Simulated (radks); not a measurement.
All-electron atom: Ar15+ in [He] 2s1.

Calculated with a radial shooting solver on a logarithmic mesh with Libxc functionals: scalar-relativistic Kohn-Sham, PBEsol, spin-polarised, spherical densities, point nucleus; open shells are filled with parallel spins first.

Energy parts (eV):
part                      energy
total                  -9451.171
kinetic                 9527.323
electron-nucleus      -19479.535
Hartree                  828.934
exchange-correlation    -327.892

Orbitals (lengths in bohr, moments of r in powers of bohr; <r^-3> diverges for s and p1/2):
orbital,occ.,eigenvalue (eV),<r^-3>,<r^4>
1s up,1,-3914.866,-,0.0002394
1s down,1,-3910.345,-,0.0002384
2s up,1,-892.5109,-,0.03619

The highest occupied level is 2s up at -892.51 eV. Spin moment in Bohr magnetons: 1. Summed over all electrons, <r^2> = 0.1675 bohr^2, which gives a Langevin (diamagnetic) susceptibility term of -0.133 x 10^-6 cm^3/mol. For comparison, the ionisation energy in NIST's Atomic Spectra Database is 918.38 eV (theoretical). In exact Kohn-Sham theory the highest level is minus the ionisation energy, but local and semilocal functionals leave it too shallow, through self-interaction and a potential that decays too fast; potentials with the right tail come closer.
